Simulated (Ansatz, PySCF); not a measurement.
Gas-phase reaction (SMILES): O=BF [fluoro(oxo)borane] + [H][H] (H2) → B=O (HBO) + F (HF); hydrogen cleaves one B-F bond, a model of a ligand-exchange step.

Each molecule is optimised on its own at B3LYP-D3(BJ)/def2-TZVP (Ansatz, a first-principles code). Cores are frozen in the correlated levels unless marked. Spin-orbit coupling is left out. No relativistic terms. Basis-set limits of correlation are two-point, X^-3; Hartree-Fock from the larger set. Thermal terms are rigid-rotor harmonic-oscillator values from B3LYP-D3(BJ) frequencies (PySCF) at 298.15 K and 1 atm. 1 Eh = 627.5095 kcal/mol.

| species | E, CCSD(T)/CBS(aug-cc-pVTZ,aug-cc-pVQZ) (Ansatz) (Eh) | E, wB97M-V/def2-TZVPD (Ansatz) (Eh) | H - E (Eh) | G - E (Eh) |
|---|---|---|---|---|
| O=BF | -199.84086 | -200.04480 | 0.01328 | -0.01221 |
| [H][H] (H2) | -1.17444 | -1.16077 | 0.01336 | -0.00144 |
| B=O (HBO) | -100.60028 | -100.71909 | 0.01790 | -0.00509 |
| F (HF) | -100.39216 | -100.46200 | 0.01259 | -0.00713 |

### Question
Work out ΔE and ΔH, ΔG, ΔS and the equilibrium constant at 298.15 K at the first level, then ΔH at the second.

### Answer

1. ΔE = [(-100.60028) + (-100.39216)] - [(-199.84086) + (-1.17444)] = 0.02286 Eh = 14.3 kcal/mol at CCSD(T)/CBS(aug-cc-pVTZ,aug-cc-pVQZ).
2. The terms H - E add up to 0.00385 Eh, so ΔH = (0.02286 + (0.00385))×627.5095 = 16.8 kcal/mol.
3. The terms G - E add up to 0.00143 Eh, so ΔG = 15.2 kcal/mol, and ΔS = (0.00385 - (0.00143))×627509.5/298.15 = 5.1 cal/(mol K).
4. log10 K = -ΔG/(RT ln 10) = -11.1, with RT ln 10 = 1.3642 kcal/mol.
5. At wB97M-V/def2-TZVPD the same steps give ΔE = 15.4 and ΔH = 17.8 kcal/mol, a shift of +1.0 from the first level.
6. These values are not checked against measurement here, since the tables used lack a sound gas-phase enthalpy of formation for at least one species.
